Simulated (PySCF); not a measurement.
S²⁺: excitation energy

S²⁺ [Ne] 3s2 3p2 (3P) → S²⁺ [Ne] 3s2 3p1 3d1 (high-spin determinant), as a difference of total energies. Computed with PySCF 2.14 in aug-cc-pV(T+d)Z (6s5p4d2f, 55 functions), with the non-relativistic Hamiltonian (point nucleus). Correlated levels: valence: [Ne] frozen. The calculations carry no spin-orbit coupling.

```tsv
method	excitation energy (eV)
UHF	16.689
LDA	15.030
PBE	14.958
PBE0	15.451
r2SCAN	15.550
M06-L	15.557
wB97X-V	15.603
B2PLYP	15.457
BLYP	14.872
MP2 (valence)	16.004
SCS-MP2 (valence)	15.951
```

How much does correlation contribute at MP2 (valence)?

16.004 − (16.689) = -0.685 eV, measured against UHF.

A first-order spin-orbit estimate (lowest level to lowest level, LS coupling) adds 0.017 eV.

The promoted electron is Rydberg-like, and one or two diffuse shells describe it only roughly, which tends to raise the upper state.

The determinant of the upper state mixes LS terms, which raises its energy above the lowest term, most at the Hartree-Fock and MP2 levels.
